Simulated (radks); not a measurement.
All-electron atom: Cl+ in [Ne] 3s2 3p3 6p1 (not the ground configuration). Calculated with a radial shooting solver on a logarithmic mesh with Libxc functionals: non-relativistic Kohn-Sham, r2SCAN, spin-polarised, spherical densities, point nucleus; open shells are filled with parallel spins first; meta-GGA in the generalised Kohn-Sham scheme. Some entries of the table are withheld. Estimate them.

orbital,occ.,eigenvalue (hartree),r(max) (bohr)
1s up,1,-102.2086,0.05993
1s down,1,-102.1770,0.05992
2s up,1,(1),0.3627
2s down,1,(2),0.3632
2p up,3,-8.10106,0.3021
2p down,3,-8.06538,0.3029
3s up,1,-1.66880,1.253
3s down,1,-1.46692,1.254
3p up,3,-1.16087,1.347
3p down,0,-0.97109,1.355
6p up,1,-0.07646,17.03

Answer. 
(1) 2s up eigenvalue (hartree): -10.35150
(2) 2s down eigenvalue (hartree): -10.33416
